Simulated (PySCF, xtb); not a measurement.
FH₆NOSi₂, SMILES N[SiH2]O[SiH2]F.

GFN2-xTB in xtb 6.7.1 at its own geometry gives an orbital gap of 5.62 eV and a dipole moment of 2.44 D.

Coordinates come from a PBE0-D3(BJ)/def2-SVP optimisation. This is a generated structure with no PubChem entry under its InChIKey; it may be hypothetical. Other conformers were not sampled.

Q: What does PySCF with B3LYP/def2-TZVP give? (An estimate is asked for; the answer gives what the named calculation found.)

A: gap 7.91 eV (levels -7.75 and 0.16 eV), dipole 2.58 D.
